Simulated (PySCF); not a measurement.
Precursor series Sc Cl-NH2. Gas-phase values, no solvent. One relaxed conformer stands for each flexible species; it need not be the lowest.

The HOMO–LUMO gap from two functionals at the same geometries (BP86-D3(BJ)/def2-SVP), both in PySCF: PBE-D3(BJ)/def2-TZVP and TPSSh-D3(BJ)/def2-TZVP. 

```json
[
 {"species": "0 of 3 Cl replaced by NH2 ([Sc(Cl)3])", "TPSSh-D3(BJ)/def2-TZVP (eV)": "4.86"},
 {"species": "1 of 3 Cl replaced by NH2", "TPSSh-D3(BJ)/def2-TZVP (eV)": "4.51"},
 {"species": "2 of 3 Cl replaced by NH2 ([Sc(Cl)(NH2)2])", "TPSSh-D3(BJ)/def2-TZVP (eV)": "4.56"},
 {"species": "3 of 3 Cl replaced by NH2 ([Sc(NH2)3])", "TPSSh-D3(BJ)/def2-TZVP (eV)": "4.51"}
]
```

Q: What does PBE-D3(BJ)/def2-TZVP give for each?

A: 
- 0 of 3 Cl replaced by NH2 ([Sc(Cl)3]): 3.69
- 1 of 3 Cl replaced by NH2: 3.37
- 2 of 3 Cl replaced by NH2 ([Sc(Cl)(NH2)2]): 3.42
- 3 of 3 Cl replaced by NH2 ([Sc(NH2)3]): 3.39
Over these rows, drawn at random from the members with no instability flagged (it was tested for open shells, ions and some series alone), PBE minus TPSSh-D3(BJ): mean -1.14 eV, from -1.17 eV to -1.13 eV.
